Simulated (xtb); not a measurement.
selenophene (C4H4Se), singlet, from a rough starting geometry; GFN2-xTB (xtb).

Input for xtb:
```
$ xtb mol.xyz --gfn 2 --opt vtight --json

# file mol.xyz
9

C      0.61193598    -0.73536052    -0.17796138
C     -0.69991763    -0.54486326    -0.15759553
C     -1.28319855     0.69233275     0.11142362
Se     0.23956573     1.90630218     0.44947238
C      1.35498846     0.35636077     0.15868229
H      1.06852298    -1.68391555    -0.33308812
H     -1.40830888    -1.41085833    -0.37991301
H     -2.33977005     0.91787163     0.07894117
H      2.46220039     0.42131316     0.17136868
```

The log (banner, timings and long lists left out):

```
   ID    Z sym.   atoms
    1    6 C      1-3, 5
    2   34 Se     4
    3    1 H      6-9

           -------------------------------------------------
          |                Calculation Setup                |
           -------------------------------------------------

           -------------------------------------------------
          |                 G F N 2 - x T B                 |
           -------------------------------------------------

          ...................................................
          :                      SETUP                      :
          :.................................................:
          :  # basis functions                  30          :
          :  # atomic orbitals                  29          :
          :  # shells                           15          :
          :  # electrons                        26          :
          :  max. iterations                   250          :
          :  Hamiltonian                  GFN2-xTB          :
          :  restarted?                      false          :
          :  GBSA solvation                  false          :
          :  PC potential                    false          :
          :  electronic temp.          300.0000000     K    :
          :  accuracy                    1.0000000          :
          :  -> integral cutoff          0.2500000E+02      :
          :  -> integral neglect         0.1000000E-07      :
          :  -> SCF convergence          0.1000000E-05 Eh   :
          :  -> wf. convergence          0.1000000E-03 e    :
          :  Broyden damping             0.4000000          :
          :  net charge                          0          :
          :  unpaired electrons                  0          :
          ...................................................

 iter      E             dE          RMSdq      gap      omega  full diag
   1    -13.8902206 -0.138902E+02  0.459E+00    3.29       0.0  T
   2    -13.9095550 -0.193344E-01  0.248E+00    3.18       1.0  T
   3    -13.9097221 -0.167101E-03  0.122E+00    3.35       1.0  T
   4    -13.9093673  0.354821E-03  0.567E-01    3.31       1.0  T
   5    -13.9111823 -0.181497E-02  0.227E-01    3.31       1.0  T
   6    -13.9113445 -0.162251E-03  0.426E-02    3.31       1.0  T
   7    -13.9113465 -0.204111E-05  0.210E-02    3.30       1.6  T
   8    -13.9113484 -0.184971E-05  0.110E-02    3.31       3.0  T
   9    -13.9113486 -0.175471E-06  0.533E-03    3.31       6.3  T
  10    -13.9113486 -0.333615E-07  0.236E-03    3.31      14.1  T
  11    -13.9113486 -0.138107E-07  0.561E-04    3.31      59.4  T
  12    -13.9113486 -0.130429E-09  0.150E-04    3.31     221.6  T

   *** convergence criteria satisfied after 12 iterations ***

         :::::::::::::::::::::::::::::::::::::::::::::::::::::
         ::                     SUMMARY                     ::
         :::::::::::::::::::::::::::::::::::::::::::::::::::::
         :: total energy             -13.714038133610 Eh    ::
         :: gradient norm              0.163543899344 Eh/a0 ::
         :: HOMO-LUMO gap              3.306542822647 eV    ::
         ::.................................................::
         :: SCC energy               -13.911346485080 Eh    ::
         :: -> isotropic ES            0.000670769139 Eh    ::
         :: -> anisotropic ES          0.001393160900 Eh    ::
         :: -> anisotropic XC          0.008445887021 Eh    ::
         :: -> dispersion             -0.006491766573 Eh    ::
         :: repulsion energy           0.197308351471 Eh    ::
         :: add. restraining           0.000000000000 Eh    ::
         :: total charge               0.000000000000 e     ::
         :::::::::::::::::::::::::::::::::::::::::::::::::::::

      -----------------------------------------------------------
     |                   =====================                   |
     |                        A N C O P T                        |
     |                   =====================                   |
     |               Approximate Normal Coordinate               |
     |                Rational Function Optimizer                |
      -----------------------------------------------------------
      -----------------------------------------------------------
     |                   =====================                   |
     |                        A N C O P T                        |
     |                   =====================                   |
     |               Approximate Normal Coordinate               |
     |                Rational Function Optimizer                |
      -----------------------------------------------------------

          ...................................................
          :                      SETUP                      :
          :.................................................:
          :   optimization level         verytight          :
          :   max. optcycles                   200          :
          :   ANC micro-cycles                  20          :
          :   degrees of freedom                21          :
          :.................................................:
          :   RF solver                   davidson          :
          :   write xtbopt.log                true          :
          :   linear?                        false          :
          :   energy convergence         0.1000000E-06 Eh   :
          :   grad. convergence          0.2000000E-03 Eh/α :
          :   maxmium RF displ.          1.0000000          :
          :   Hlow (freq-cutoff)         0.1000000E-01      :
          :   Hmax (freq-cutoff)         5.0000000          :
          :   S6 in model hess.         20.0000000          :
          ...................................................

generating ANC from exact Hessian ...
Using Lindh-Hessian (1995)
 Shifting diagonal of input Hessian by    3.5093628546418341E-003
 Lowest  eigenvalues of input Hessian
[...]
 * total energy  :   -13.7140381 Eh     change       -0.3072032E-10 Eh
 * total energy  :   -13.7316115 Eh     change       -0.1757338E-01 Eh
 * total energy  :   -13.7347971 Eh     change       -0.3185604E-02 Eh
 * total energy  :   -13.7342131 Eh     change        0.5840569E-03 Eh
 * total energy  :   -13.7350585 Eh     change       -0.8454700E-03 Eh
 * total energy  :   -13.7350665 Eh     change       -0.8006501E-05 Eh
 * total energy  :   -13.7350698 Eh     change       -0.3247925E-05 Eh
 * total energy  :   -13.7350703 Eh     change       -0.5009332E-06 Eh
 * total energy  :   -13.7350704 Eh     change       -0.8233166E-07 Eh
   *** GEOMETRY OPTIMIZATION CONVERGED AFTER 9 ITERATIONS ***
[...]
         :: total energy             -13.735070371091 Eh    ::
         :: gradient norm              0.000075813522 Eh/a0 ::
         :: HOMO-LUMO gap              3.739406675989 eV    ::
         ::.................................................::
         :: SCC energy               -13.940818299201 Eh    ::
         :: -> isotropic ES            0.000785467983 Eh    ::
         :: -> anisotropic ES          0.001187246597 Eh    ::
         :: -> anisotropic XC          0.007848595651 Eh    ::
         :: -> dispersion             -0.006546434580 Eh    ::
         :: repulsion energy           0.205747928110 Eh    ::
         :: add. restraining           0.000000000000 Eh    ::
         :: total charge               0.000000000000 e     ::
         :::::::::::::::::::::::::::::::::::::::::::::::::::::

           -------------------------------------------------
          |                Property Printout                |
           -------------------------------------------------

    * Orbital Energies and Occupations

         #    Occupation            Energy/Eh            Energy/eV
      -------------------------------------------------------------
         1        2.0000           -0.7522722             -20.4704
         2        2.0000           -0.6353675             -17.2892
         3        2.0000           -0.6079866             -16.5442
         4        2.0000           -0.5672892             -15.4367
         5        2.0000           -0.5408841             -14.7182
         6        2.0000           -0.5296284             -14.4119
         7        2.0000           -0.4716104             -12.8332
         8        2.0000           -0.4710712             -12.8185
         9        2.0000           -0.4653194             -12.6620
        10        2.0000           -0.4480261             -12.1914
        11        2.0000           -0.4347002             -11.8288
        12        2.0000           -0.3928890             -10.6911
        13        2.0000           -0.3849700             -10.4756 (HOMO)
        14                         -0.2475494              -6.7362 (LUMO)
        15                         -0.2061916              -5.6108
        16                         -0.1680286              -4.5723
        17                         -0.1024197              -2.7870
        18                          0.0736696               2.0047
        19                          0.0849166               2.3107
        20                          0.1073493               2.9211
        21                          0.1331308               3.6227
        22                          0.1478545               4.0233
        23                          0.2188384               5.9549
        24                          0.2337338               6.3602
       ...                                ...                  ...
        29                          0.7801417              21.2287
      -------------------------------------------------------------
                  HL-Gap            0.1374207 Eh            3.7394 eV
             Fermi-level           -0.3162597 Eh           -8.6059 eV

     #   Z          covCN         q      C6AA      α(0)
     1   6 C        3.101    -0.038    28.817     8.797
     2   6 C        3.101    -0.038    28.817     8.797
     3   6 C        2.924    -0.031    28.777     8.797
     4  34 Se       2.307    -0.030   236.746    26.811
     5   6 C        2.924    -0.031    28.777     8.797
     6   1 H        0.926     0.037     2.483     2.464
     7   1 H        0.926     0.037     2.483     2.464
     8   1 H        0.926     0.047     2.357     2.401
     9   1 H        0.926     0.047     2.357     2.401

 Mol. C6AA /au·bohr⁶  :       1851.483826
 Mol. C8AA /au·bohr⁸  :      71059.880390
 Mol. α(0) /au        :         71.728167

Wiberg/Mayer (AO) data.
largest (>0.10) Wiberg bond orders for each atom

 ---------------------------------------------------------------------------
     #   Z sym  total        # sym  WBO       # sym  WBO       # sym  WBO
 ---------------------------------------------------------------------------
     1   6 C    3.990 --     5 C    1.638     2 C    1.256     6 H    0.963
                             4 Se   0.109
     2   6 C    3.990 --     3 C    1.638     1 C    1.256     7 H    0.963
                             4 Se   0.109
     3   6 C    3.961 --     2 C    1.638     4 Se   1.224     8 H    0.959
                             5 C    0.116
     4  34 Se   2.751 --     5 C    1.224     3 C    1.224     1 C    0.109
                             2 C    0.109
     5   6 C    3.961 --     1 C    1.638     4 Se   1.224     9 H    0.959
                             3 C    0.116
     6   1 H    0.999 --     1 C    0.963
     7   1 H    0.999 --     2 C    0.963
     8   1 H    0.998 --     3 C    0.959
     9   1 H    0.998 --     5 C    0.959
 ---------------------------------------------------------------------------

Topologies differ in total number of bonds
Writing topology from bond orders to xtbtopo.mol

molecular dipole:
                 x           y           z       tot (Debye)
 q only:       -0.017      -0.156      -0.036
   full:       -0.038      -0.356      -0.083       0.935
molecular quadrupole (traceless):
                xx          xy          yy          xz          yz          zz
 q only:        1.576      -0.244      -0.570       0.055       0.097      -1.006
  q+dip:        3.763      -0.534      -0.891       0.165       0.460      -2.872
   full:        3.415      -0.553      -1.466       0.104       0.100      -1.949

optimized geometry written to: xtbopt.xyz

           -------------------------------------------------
          | TOTAL ENERGY              -13.735070371091 Eh   |
          | GRADIENT NORM               0.000075813522 Eh/α |
          | HOMO-LUMO GAP               3.739406675989 eV   |
           -------------------------------------------------
```
